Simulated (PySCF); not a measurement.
V⁺: ionisation energy

V⁺ [Ar] 3d4 (5D) → V²⁺ [Ar] 3d3 (4F), as a difference of total energies. All numbers are calculated (PySCF 2.14, the spin-free X2C one-electron Hamiltonian (Gaussian nucleus), in ANO-RCC-VTZP (6s5p3d2f1g, 59 functions)). Correlated levels: valence and next inner shell: [Ne] frozen. The calculations carry no spin-orbit coupling.

Question: Order these methods by the ionisation energy they give, lowest first.
A. CCSD(T) (valence and next inner shell)
B. UHF
C. CCSD (valence and next inner shell)
D. MP2 (valence and next inner shell)

Answer: B (13.159 eV), C (14.379 eV), A (14.443 eV), D (14.672 eV).

A first-order spin-orbit estimate (lowest level to lowest level, LS coupling) adds -0.018 eV.

Errors of the correlated levels include the incompleteness of this basis and the frozen core.

For comparison: 14.634 ± 0.007 eV (measured; NIST Atomic Spectra Database, ionization energies).
